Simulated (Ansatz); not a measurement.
Total energies of C₂H₄BFO, SMILES `O/C=C/BF`.

Z-matrix (Å, degrees):
```
C
C 1 1.343
O 1 1.333 2 127.4
H 1 1.086 2 121.6 3 -180.0
B 2 1.517 1 118.5 3 -180.0
H 2 1.090 1 119.2 3 0.0
H 3 0.965 1 109.5 2 0.0
F 5 1.332 2 120.7 1 -180.0
H 5 1.202 2 122.2 1 -0.0
```

Total charge 0; spin multiplicity 1. The geometry is a stationary point of PBE0-D4/def2-TZVP. It is one conformer, not always the lowest. Basis def2-TZVPP, the Gaussian-basis code of Ansatz.

RPA on PBE orbitals: Hartree–Fock energy of these orbitals -277.15832 Eh, correlation -1.42387 Eh (frozen core).

```json
{"functional": "BLYP", "energy without D4 (Eh)": "-278.63076", "D4 term (kJ/mol)": "-29.6"}
{"functional": "r2SCAN", "energy without D4 (Eh)": "-278.55160", "D4 term (kJ/mol)": "-3.2"}
{"functional": "B97M-V", "energy without D4 (Eh)": "-278.64897", "D4 term (kJ/mol)": "–"}
{"functional": "PBE0", "energy without D4 (Eh)": "-278.38629", "D4 term (kJ/mol)": "-10.8"}
{"functional": "r2SCANh", "energy without D4 (Eh)": "-278.53701", "D4 term (kJ/mol)": "-3.4"}
{"functional": "HSE06 (plane-wave form)", "energy without D4 (Eh)": "-278.37278", "D4 term (kJ/mol)": "-10.0"}
{"functional": "BHLYP", "energy without D4 (Eh)": "-278.56222", "D4 term (kJ/mol)": "-14.5"}
{"functional": "LC-ωPBE", "energy without D4 (Eh)": "-278.51529", "D4 term (kJ/mol)": "–"}
{"functional": "ωB97M-V", "energy without D4 (Eh)": "-278.59972", "D4 term (kJ/mol)": "–"}
{"functional": "B2PLYP", "energy without D4 (Eh)": "-278.49838", "D4 term (kJ/mol)": "–"}
```

Give the same for LDA (SPW92), PBE, revPBE, B3LYP, r2SCAN0, CAM-B3LYP, ωB97X-V, PBE-QIDH. (An estimate is asked.)

The calculation gave: 
| functional | energy without D4 (Eh) | D4 term (kJ/mol) |
| --- | --- | --- |
| LDA (SPW92) | -276.51122 | – |
| PBE | -278.37397 | -13.0 |
| revPBE | -278.60498 | -45.9 |
| B3LYP | -278.70509 | -20.9 |
| r2SCAN0 | -278.51632 | -3.7 |
| CAM-B3LYP | -278.58901 | -10.8 |
| ωB97X-V | -278.60333 | – |
| PBE-QIDH | -278.34614 | – |

B3LYP takes the VWN-RPA correlation (the form of Gaussian; ORCA's B3LYP/G). HSE06 is the plane-wave form, built on full-range PBE exchange. The double hybrids freeze the cores in their second-order part.

LC-ωPBE has ω = 0.4 bohr⁻¹.
